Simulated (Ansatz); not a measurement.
`O=C=N[Si](F)(F)F` + CH₃NH₂ → `CN[Si](F)(F)F` + `N=C=O`  (ligand exchange at the Si–N bond)

Gas-phase electronic energies from Ansatz, PBE0-D4/def2-TZVP geometries. CCSD(T)/CBS adds triple-zeta CCSD(T) − MP2 to the extrapolated MP2 energy (def2 sets, frozen cores). This one scheme is used for every species. DFT in def2-TZVPP. One conformer a species, not always the lowest.

Is it downhill or uphill in electronic energy at CCSD(T)/CBS, and by how much? (Estimate.)

Ansatz gave: Uphill: ΔE = +21.4 kJ/mol.

What do these levels give: r2SCAN-D4, PBE0-D4, CAM-B3LYP-D4, revPBE, HF/def2-SVP, CCSD/CBS(def2)? (Estimate.)

The calculation gave: r2SCAN-D4 21.1, PBE0-D4 20.7, CAM-B3LYP-D4 21.1, revPBE 21.2, HF/def2-SVP 34.1, CCSD/CBS(def2) 23.2 kJ/mol.

Largest T1 diagnostic among the species: 0.018.

In def2-TZVPP, CCSD(T) changes the Hartree–Fock value by −12.7 kJ/mol (the triples alone add −1.9 kJ/mol) and MP2 by −11.3 kJ/mol. Leaving LDA and LC-ωPBE aside and taking each functional with its dispersion term where it has one, the values, not all of them listed here, spread over 9.5 kJ/mol, from PBE-D4 to B97M-V. LDA lies −5.4 kJ/mol from PBE without D4. From PBE to PBE0 (25 % exact exchange), in def2-TZVPP and without D4, ΔE moves by +3.2 kJ/mol.
